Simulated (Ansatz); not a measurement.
Total energies of Ge₂₄H₃₀, a nanocrystal cut from hexagonal germanium from Ansatz at PBE0-D4/def2-SVP, gas phase (1 Eh = 27.2114 eV = 2625.5 kJ/mol). The reference geometry is relaxed at PBE-D4/def2-SVP.

Cartesian coordinates in Å:
```
Ge 3.5633 -0.5703 2.8676
Ge 2.6403 -2.7030 3.6668
Ge 3.0308 2.5759 0.3774
Ge 3.4565 2.4444 -2.0298
Ge 2.1043 0.4349 1.1748
Ge 1.8509 -1.1370 -0.6916
Ge 0.5316 -3.1713 2.5133
Ge 0.9203 -3.2808 0.0964
Ge 1.3461 1.9974 -3.1873
Ge 0.4075 -0.1455 -2.4098
Ge 0.1816 -1.7242 -4.2703
Ge -1.1721 -3.7543 -1.0882
Ge -0.7472 -3.8639 -3.4973
Ge 1.4491 4.3850 0.8448
Ge -0.1246 0.7756 2.1418
Ge -1.0638 -1.3608 2.9394
Ge -0.6500 3.9286 -0.3293
Ge -0.2439 3.8044 -2.7403
Ge -1.5980 1.7964 0.4666
Ge -1.7959 0.2047 -1.3897
Ge -3.1876 -1.8039 1.7999
Ge -2.7406 -1.9344 -0.6060
Ge -3.8139 2.1418 1.4541
Ge -4.7606 0.0181 2.2494
H 4.9757 -0.8018 2.2540
H 3.7228 0.4181 4.0603
H 3.6557 -3.8523 3.3975
H 2.3979 -2.6316 5.2032
H 4.3716 2.8453 1.1319
H 4.4665 1.2961 -2.3201
H 4.0829 3.7753 -2.5426
H 3.2580 -1.4069 -1.3141
H -0.0813 -4.5227 2.9981
H 1.9568 -4.4081 -0.2115
H 1.6039 1.8954 -4.7244
H 1.5783 -1.9560 -4.9187
H -0.7466 -1.1057 -5.3568
H -1.7673 -5.0991 -0.5645
H 0.2538 -5.0163 -3.8044
H -2.0727 -4.1697 -4.2549
H 2.0400 5.7520 0.3878
H 1.1846 4.4651 2.3766
H -0.0002 1.7466 3.3590
H -1.3151 -1.2425 4.4766
H -1.6758 5.0677 -0.0296
H 0.3157 5.1604 -3.2647
H -1.5823 3.5186 -3.4818
H -2.7559 0.8068 -2.4649
H -3.7605 -3.1700 2.2925
H -4.0799 -2.1883 -1.3689
H -3.6982 3.1468 2.6378
H -4.7559 2.7746 0.3877
H -5.0449 0.1054 3.7778
H -6.1122 -0.2610 1.5286
```

```tsv
state	geometry	energy (Eh)
charge 0 singlet	reference	-49854.36619
charge 1 doublet	reference	-49854.08388
charge -1 doublet	reference	-49854.39272
free Ge atom (triplet)	–	-2076.39507
free H atom (doublet)	–	-0.50029
```

Single mean-field runs in def2-SVP are fitted with def2-universal-jkfit.

(1) Work out the vertical ionisation energy to the doublet.

(2) Work out the vertical electron affinity, to the doublet.

(3) Give the fundamental gap IE − EA, the Mulliken electronegativity (IE + EA)/2 and the hardness (IE − EA)/2.

(4) What is the binding energy per atom against free atoms?

(1) E(charge 1 doublet) − E(charge 0 singlet) = -49854.08388 − (-49854.36619) = 0.28231 Eh = 7.68 eV. For comparison, −ε of the highest occupied level is 6.70 eV at this level, 0.98 eV less.

(2) E(charge 0 singlet) − E(charge -1 doublet) = -49854.36619 − (-49854.39272) = 0.02653 Eh = 0.72 eV. The basis lacks diffuse functions, which makes affinities too small.

(3) From the values in Eh: IE − EA = 0.28231 − 0.02653 = 0.25578 Eh = 6.96 eV; (IE + EA)/2 = 4.20 eV; (IE − EA)/2 = 3.48 eV. The HOMO–LUMO gap of the same run is 5.18 eV, 1.78 eV smaller than the fundamental gap.

(4) Atoms: 24 × (-2076.39507) + 30 × (-0.50029) = -49848.49038 Eh. Binding: -49848.49038 − (-49854.36619) = 5.87581 Eh = 159.89 eV, or 2.96 eV for each of 54 atoms (no zero-point energy, no counterpoise term).

At PBE0-D4/def2-SVP the highest occupied level of the charge -1 doublet lies above zero (up to 0.20 eV). By energy differences its removal costs 0.72 eV (vertical, to the charge 0 singlet, at PBE0-D4/def2-SVP); self-interaction error and the lack of diffuse functions both raise the level.
